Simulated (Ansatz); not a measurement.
`BN([SiH](C)C)[SiH](C)C`, 24 atoms. Charge 0, multiplicity 1. Hardware: A = 4 threads of an AMD EPYC 7R13 on a shared host and a share of an NVIDIA H100 80 GB; B = 4 threads of an AMD EPYC 7R13 on a shared host. Correlated methods freeze the cores.

(1) Give the basis size and wall time and peak host memory of each of these runs in Ansatz. RKS ωB97M-V/def2-QZVPP energy [A]; RKS B3LYP-D4/def2-TZVPP energy and forces [A]; RKS PBE0-D4/def2-TZVP relaxation (10 steps) [A]; RKS PBE0-D4/def2-SVP energy [B]; RKS r2SCAN0-D4/def2-TZVPP energy [A]; RKS ωB97M-V/def2-SVP energy [B]; RKS PBE0-D4/def2-QZVPP energy [A]; RHF-CCSD(T)/def2-SVP energy [A]; RHF-CCSD(T)/def2-TZVPP energy [A]; RKS ωB97X-V/def2-TZVPP energy [A]; direct RPA on PBE orbitals/def2-TZVPP energy [A]; RHF-MP2/def2-QZVPP energy [A]. (Estimate.)

Results:

(1) Computed: Other jobs shared the machine, so times are rough.

```csv
level,job,functions,wall time,peak host memory (GiB)
direct RPA on PBE orbitals/def2-TZVPP,energy [A],494,3.1 s,2.7
RKS PBE0-D4/def2-SVP,energy [B],200,3.2 s,1.1
RKS PBE0-D4/def2-QZVPP,energy [A],962,3.7 s,1.6
RHF-CCSD(T)/def2-SVP,energy [A],200,4.8 s,1.1
RKS r2SCAN0-D4/def2-TZVPP,energy [A],494,5.5 s,1.1
RKS ωB97M-V/def2-QZVPP,energy [A],962,6.5 s,1.7
RKS B3LYP-D4/def2-TZVPP,energy and forces [A],494,7 s,1.2
RKS ωB97X-V/def2-TZVPP,energy [A],494,7.5 s,1.2
RHF-MP2/def2-QZVPP,energy [A],962,8.5 s,1.7
RKS ωB97M-V/def2-SVP,energy [B],200,10 s,1.1
RKS PBE0-D4/def2-TZVP,relaxation (10 steps) [A],356,31 s,1.1
RHF-CCSD(T)/def2-TZVPP,energy [A],494,56 s,2.5
```

B3LYP here is the variant with VWN-RPA as its local correlation; programs differ in this.
